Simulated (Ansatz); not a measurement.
Cartesian coordinates (Å):
```xyz
4

N     -0.7012     0.1340     0.4430
C      0.5505     0.0270     0.2170
O      1.6720     0.0314     0.1431
H     -1.3906    -0.3627    -0.1466
```
Charge +1, spin multiplicity 2.

These are frozen-core CCSD(T)/cc-pVTZ // M06-2X/def2-TZVP in Ansatz (a quantum-chemistry and plane-wave program) values and carry that method's errors.

```
Item                           Result
----------------------  -------------
HF energy               -167.45644 Ha
MP2 correlation energy    -0.51356 Ha
```

Task: Estimate the CCSD correlation energy, the (T) correction, the total energy and the T1 diagnostic.

Result: 
| Property | Value |
|---|---|
| CCSD correlation energy | -0.53060 Ha |
| (T) correction | -0.02504 Ha |
| CCSD(T) total energy | -168.01208 Ha |
| T1 diagnostic | 0.028 |
